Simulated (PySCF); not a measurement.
Species: C₄H₆BN.
Structure used (PBE0-D3(BJ)/def2-SVP), in Å, numbered top down from 1:
```xyz
12
C4H6BN angstrom
B     -2.0157   -0.4442    0.3741
N     -0.5256   -0.2825    0.0679
C      0.5947   -0.1639   -0.1641
C      2.0167   -0.0285   -0.4643
C      2.5785    1.2340    0.0058
C      3.0425    2.2791    0.3948
H     -2.0816   -0.7503    1.5564
H     -2.5226    0.6424    0.1319
H     -2.4120   -1.3301   -0.3711
H      2.1464   -0.1285   -1.5563
H      2.5451   -0.8834   -0.0070
H      3.4565    3.2088    0.7408
```

Computed, not measured: PySCF 2.14.0, PBE0-D3(BJ)/def2-SVP geometry optimisation, gas phase.

Take the most abundant isotopes and a rigid rotor. 

(1) What are A, B and C (GHz)?

(2) What kind of rotor is it?

(3) Is it planar, by Δ = Ic − Ia − Ib?

(4) Give the other two planar moments, Paa and Pbb, and the rms extents of the mass along the axes.

(5) Which lines would a microwave search look for?

Results:

(1) Ia = 41.91, Ib = 328.77, Ic = 363.33 u·Å²; 505379 MHz·u·Å²/I gives 12057, 1537 and 1391 MHz, that is A = 12.057, B = 1.5372, C = 1.3909 GHz.

(2) A near-prolate asymmetric top. Ray's parameter κ = (2B − A − C)/(A − C) = -0.973; −1 is the prolate and +1 the oblate limit.

(3) Not planar: Δ = Ic − Ia − Ib = -7.35 u·Å². For a rigid frame Δ = −2 Σ m c², so Σ m c² = 3.68 u·Å² lies off the ab plane, practically all of it from hydrogen. The atom farthest from that plane is 1.15 Å away.

(4) Paa = Σ m a² = (Ib + Ic − Ia)/2 = 325.09 and Pbb = Σ m b² = (Ia + Ic − Ib)/2 = 38.24 u·Å². With the mass M = 79.06 u, the rms extents √(P/M) along a, b and c are 2.03, 0.70, 0.22 Å.

(5) The dipole components are |μa| = 6.49 D, |μb| = 2.57 D, |μc| = 0.00 D. The squared components, which scale the intensities, stand as 1.00 : 0.16 : 0.00 (a : b : c). Some lines, for components of 0.1 D or more:

```csv
type,branch,"J(Ka,Kc)",MHz,lower level (cm⁻¹)
a,R,"1(0,1) ← 0(0,0)",2928,0.000
a,R,"2(1,2) ← 1(1,1)",5710,0.449
a,R,"3(2,1) ← 2(2,0)",8790,1.706
a,R,"3(1,2) ← 2(1,1)",9003,0.654
b,Q,"1(1,0) ← 1(0,1)",10666,0.098
b,Q,"2(1,1) ← 2(0,2)",10814,0.293
b,Q,"3(1,2) ← 3(0,3)",11039,0.586
b,R,"1(1,1) ← 0(0,0)",13448,0.000
b,R,"2(1,2) ← 1(0,1)",16230,0.098
b,R,"3(1,3) ← 2(0,2)",18939,0.293
b,Q,"3(2,2) ← 3(1,3)",32219,0.925
b,R,"3(2,2) ← 2(1,1)",40345,0.654
b,Q,"3(3,1) ← 3(2,2)",52967,1.999
b,R,"3(3,1) ← 2(2,0)",61750,1.706
b,R,"3(3,0) ← 2(2,1)",61751,1.706
```

No frequency check. Constants of a rigid frame at the computed geometry: no zero-point averaging, no centrifugal distortion. A rigid rotor knows nothing of internal rotation, which can split or shift real lines. Quadrupole hyperfine structure (11B, 14N) is left out.
